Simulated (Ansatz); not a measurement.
A nudged elastic band was laid between two geometries of CH7ClN2Si (12 atoms, charge 0, multiplicity 1).

Theory: Ansatz, RKS PBE0-D4/def2-SVP.

```json
{
  "movable images": "9",
  "climbing image": "yes",
  "spring": "5.0 eV/Å²",
  "optimiser": "quadratic models (default)",
  "start path": "through a guess of the saddle point",
  "force threshold": "0.05 eV/Å",
  "iteration limit": "60",
  "end points": "relaxed"
}
```

Image 0:

```xyz
12
Properties=species:S:1:pos:R:3
Si 0.075 0.467 0.820
N 1.398 -0.130 1.730
N 0.097 -0.318 -0.698
C -1.007 -0.409 -1.623
H 1.010 -0.464 -1.116
H -1.312 0.311 1.342
Cl 0.393 2.532 0.794
H 1.840 0.451 2.431
H 1.488 -1.119 1.931
H -1.041 -1.395 -2.118
H -1.957 -0.290 -1.081
H -0.985 0.364 -2.413
```

Image 10:

```xyz
12
Properties=species:S:1:pos:R:3
Si -0.318 0.480 0.794
N 1.411 -0.319 1.320
N -0.603 -0.254 -0.572
C -1.130 -0.286 -1.880
H 1.434 -1.205 0.808
H -1.031 0.238 2.084
Cl 0.373 2.477 1.000
H 2.170 0.275 0.978
H 1.550 -0.485 2.319
H -0.598 -1.020 -2.519
H -2.198 -0.581 -1.917
H -1.061 0.682 -2.415
```

**Question.** What changes between the two ends?

**Answer.** Bonds broken: N3–H5. Bonds formed: N2–H5.

**Question.** What energy profile does the band end with?

**Answer.** The run converged. The highest image is number 5 of 0 to 10, 2.08 eV above the first end and 0.12 eV above the last; the last end lies 1.96 eV above the first. A structure lower than the last end lies on the path between it and the top, so the climb from that side starts below the end, which may itself be a saddle point or a shallow side well. A vibrational analysis at the climbing image gives one clearly imaginary mode, 987i cm⁻¹: a first-order saddle point. The orbitals stay closed-shell, which can raise the energy where a bond breaks towards radicals; this wasn't checked here.

| image | path coordinate (Å) | energy (eV) | N3–H5 (Å) | N2–H5 (Å) |
| --- | --- | --- | --- | --- |
| 0 | 0.00 | 0.00 | 1.02 | 2.89 |
| 1 | 0.56 | 0.02 | 1.02 | 2.80 |
| 2 | 1.12 | 0.09 | 1.02 | 2.66 |
| 3 | 1.68 | 0.25 | 1.02 | 2.39 |
| 4 | 2.24 | 0.90 | 1.07 | 1.79 |
| 5 | 2.80 | 2.08 | 1.52 | 1.18 |
| 6 | 3.42 | 1.96 | 2.14 | 1.04 |
| 7 | 4.05 | 1.96 | 2.39 | 1.03 |
| 8 | 4.67 | 1.95 | 2.35 | 1.03 |
| 9 | 5.29 | 1.95 | 2.41 | 1.03 |
| 10 | 5.92 | 1.96 | 2.64 | 1.02 |

**Question.** What is the geometry of the highest image?

**Answer.** 
```xyz
12
Properties=species:S:1:pos:R:3:forces:R:3
Si -0.254 0.599 0.856 0.00 0.00 0.00
N 1.336 -0.297 1.281 0.00 -0.01 0.00
N -0.208 -0.261 -0.543 0.01 -0.01 0.02
C -0.956 -0.381 -1.752 -0.01 0.00 -0.02
H 1.053 -0.662 0.198 -0.01 0.00 -0.01
H -1.222 0.422 1.975 0.00 0.00 0.00
Cl 0.258 2.628 0.966 0.00 0.01 0.00
H 2.184 0.263 1.368 0.00 0.00 0.00
H 1.317 -1.019 2.000 0.00 0.00 0.00
H -0.721 -1.335 -2.259 0.00 0.00 0.00
H -2.053 -0.376 -1.604 -0.01 0.00 0.00
H -0.734 0.419 -2.486 0.00 0.00 0.00
```

The run took 6.2 min on 2 threads of Arm Neoverse V2, on a shared host, peak memory 0.26 GiB.
